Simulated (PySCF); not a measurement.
## NMR data sheet: CH$_{12}$OSi$_{5}$

| Item | Value |
| --- | --- |
| Formula | CH12OSi5 |
| SMILES | C[SiH]1[SiH2][SiH2]O[SiH2][SiH2]1 |
| Point group of the computed structure | C1 |
| Degrees of unsaturation | 1 |
| Carbon signals | 1 |
| Proton signals | 6 |

Atom-mapped SMILES (the numbers label the heavy atoms): `[CH3:1][SiH:2]1[SiH2:3][SiH2:4][O:5][SiH2:6][SiH2:7]1`. Each H is labelled by its parent atom. Ha(Si3), Ha(Si4), Ha(Si6), Ha(Si7) are cis to C1 on the ring; Hb(Si3), Hb(Si4), Hb(Si6), Hb(Si7) are trans to C1 on the ring.

Rapidly exchanging positions averaged, no relativistic terms, isolated molecule, a single conformation. σ from GIAO-PBE0/pcSseg-1; structure optimised with GFN2-xTB; PySCF 2.14.0 with density-fitted response routines.

Scale: ¹H (31.72 ppm) and ¹³C (186.93 ppm) and ²⁹Si (349.16 ppm) against TMS; ¹⁷O (336.08 ppm) against H2O (reference shieldings calculated alike).

```tsv
carbon	δC, type	δH (multiplicity)	HMBC from (2–3 bonds)	span of the C tensor (ppm)
C1	-4.3, CH3	0.49 (d)	H(Si2), Hb(Si3)/Hb(Si7), Ha(Si3)/Ha(Si7)	8
```

Other nuclei:
```json
{"atoms": "Hb(Si4)/Hb(Si6)", "nucleus": "¹H", "environment": "hydrogen on a silicon bonded to O, Si, in a 6-membered ring", "δ (ppm)": "5.75", "σ (ppm)": "25.96"}
{"atoms": "Ha(Si4)/Ha(Si6)", "nucleus": "¹H", "environment": "hydrogen on a silicon bonded to O, Si, in a 6-membered ring", "δ (ppm)": "5.74", "σ (ppm)": "25.98"}
{"atoms": "H(Si2)", "nucleus": "¹H", "environment": "hydrogen on a silicon bonded to C, 2 Si, in a 6-membered ring", "δ (ppm)": "4.48", "σ (ppm)": "27.24"}
{"atoms": "Hb(Si3)/Hb(Si7)", "nucleus": "¹H", "environment": "hydrogen on a silicon bonded to 2 Si, in a 6-membered ring", "δ (ppm)": "3.50", "σ (ppm)": "28.21"}
{"atoms": "Ha(Si3)/Ha(Si7)", "nucleus": "¹H", "environment": "hydrogen on a silicon bonded to 2 Si, in a 6-membered ring", "δ (ppm)": "3.11", "σ (ppm)": "28.61"}
{"atoms": "Si4/Si6", "nucleus": "²⁹Si", "environment": "silicon bonded to O, Si, 2 H, in a 6-membered ring", "δ (ppm)": "-26.3", "σ (ppm)": "375.5"}
{"atoms": "Si2", "nucleus": "²⁹Si", "environment": "silicon bonded to C, 2 Si, H, in a 6-membered ring", "δ (ppm)": "-83.7", "σ (ppm)": "432.9"}
{"atoms": "Si3/Si7", "nucleus": "²⁹Si", "environment": "silicon bonded to 2 Si, 2 H, in a 6-membered ring", "δ (ppm)": "-132.5", "σ (ppm)": "481.7"}
{"atoms": "O5", "nucleus": "¹⁷O", "environment": "oxygen bonded to 2 Si, in a 6-membered ring", "δ (ppm)": "-2.3", "σ (ppm)": "338.4"}
```

δC -4.3: methyl carbon bonded to Si; an electropositive neighbour leaves it electron-rich and shielded. δH 5.75, 5.74: hydrogen on a silicon bonded to O, Si, in a 6-membered ring. δH 4.48: hydrogen on a silicon bonded to C, 2 Si, in a 6-membered ring. δH 3.50, 3.11: hydrogen on a silicon bonded to 2 Si, in a 6-membered ring. δH 0.49: hydrogen on a methyl carbon bonded to Si; an electropositive neighbour shields it, as in TMS itself.

Shifts are as computed. Against solution values, carbons near 30 ppm lie about +3 ppm off and those near 130 ppm about +5 ppm. Of 1211 compounds with measured shifts, 218 miss one by over three times the rms of a fit or turn the order of signals round; such compounds aren't used in these exercises. Experimental scales use liquid or dissolved standards, which lie at an offset from isolated H2O (liquid H2O: subtract about 36 ppm). Multiplicities follow the n + 1 count of equivalent neighbours, as no J values were calculated; m marks all less simple cases, F and P coupling included.
